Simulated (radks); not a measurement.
Excited configurations of Si I: one electron is placed in a higher orbital outside [Ne] 3s2 3p1. The ground configuration is [Ne] 3s2 3p2. Calculated with a radial shooting solver on a logarithmic mesh with Libxc functionals: scalar-relativistic Kohn-Sham, PBE, spin-polarised, spherical densities, finite nucleus; open shells are filled with parallel spins first; Fermi nuclear charge, rms radius 3.1224 fm. Excitation = E - E(ground); binding = E(ion) - E, where the ion is the core of charge +1; n* = 1/sqrt(2 binding) in atomic units, and the quantum defect is n - n*.

outer orbital,excitation (eV),binding (eV),n*,quantum defect,eigenvalue (eV),<r> (bohr)
3d,6.181,2.083,2.556,0.444,-0.675,7.240
4f,7.296,0.967,3.750,0.250,-0.479,16.65
5p,6.951,1.313,3.219,1.781,-0.802,16.47
7s,7.591,0.672,4.498,2.502,-0.460,34.69
7p,7.682,0.582,4.835,2.165,-0.397,39.71

The Delta-SCF ionisation energy is 8.264 eV (NIST Atomic Spectra Database: 8.152 eV, measured). Self-interaction in the functional shifts the binding energies and quantum defects, so they are the method's values and not measured ones. Open shells are spherical and high-spin; term and fine-structure splittings are not resolved.
